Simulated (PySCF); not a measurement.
H$_{2}$MgSSe (SMILES [SH][Mg][SeH]), singlet, geometry from GFN2-xTB (such geometries of metal compounds can be far from the true shape), with bond 3-2 at 1.8 times its length. Base run: CASSCF(6,4)/STO-3G (PySCF).

Input for PySCF:
```python
from pyscf import gto, scf, mcscf
import numpy

mol = gto.Mole()
mol.atom = '''
    Mg   -0.29211103    0.02158019   -0.89062204
    S     0.77883577    1.61574839   -2.16975912
    H    -0.10150747    1.04109562   -4.31101948
    Se   -0.23209009   -0.75747527    1.39334371
    H    -1.35473286   -1.65327418    1.38927223
'''
mol.basis = 'sto-3g'
mol.verbose = 4
mol.build()

mf = scf.RHF(mol)
mf.kernel()
mc = mcscf.CASSCF(mf, 4, 6)
mc.fix_spin_(ss=0.0)
mc.kernel()
occ = numpy.linalg.eigvalsh(mc.fcisolver.make_rdm1(mc.ci, mc.ncas, mc.nelecas))[::-1]
ss = mc.fcisolver.spin_square(mc.ci, mc.ncas, mc.nelecas)[0]
print('natural occupations', occ.round(4), ' <S^2>', round(ss, 4))
```

Each row names what was changed in the base input (with any setting that the change needs).

```
change                                            ΔE vs base (kcal/mol)            natural occupations  <S^2> of the state  core-seconds (rough)        outcome
------------------------------------------------  ---------------------  -----------------------------  ------------------  --------------------  -------------
base                                                              0.000            2.00 2.00 1.55 0.45                0.00                   1.0      converged
orbitals = fixed (CASCI); correction = SC-NEVPT2                 -33.57            2.00 2.00 1.57 0.43                0.00                   0.4      converged
active space = 6 electrons, 6 orbitals                                -                              -                   -                     -  not converged
orbitals = fixed (CASCI)                                           3.92            2.00 2.00 1.57 0.43                0.00                   0.3      converged
solver = newton                                                       -                              -                   -                     -  not converged
conv_tol = 1e-5                                                   0.000            2.00 2.00 1.55 0.45                0.00                   0.8      converged
fix_spin_ = off                                                   0.000            2.00 2.00 1.55 0.45                0.00                     1      converged
state_average = 2 states                                          0.133                              -                   -                     2      converged
correction = SC-NEVPT2                                           -34.79            2.00 2.00 1.55 0.45                0.00                     2      converged
active space = 4 electrons, 6 orbitals                           -10.85  1.97 1.54 0.46 0.03 0.00 0.00                0.00                     4      converged
active space = 4 electrons, 3 orbitals                           -0.196                 2.00 1.55 0.45                0.00                     7      converged
```

Active orbitals are taken around the Fermi level unless the row says otherwise; CASSCF can end in different local minima, and two programs can end on different orbitals. State-averaged rows give the lowest state.
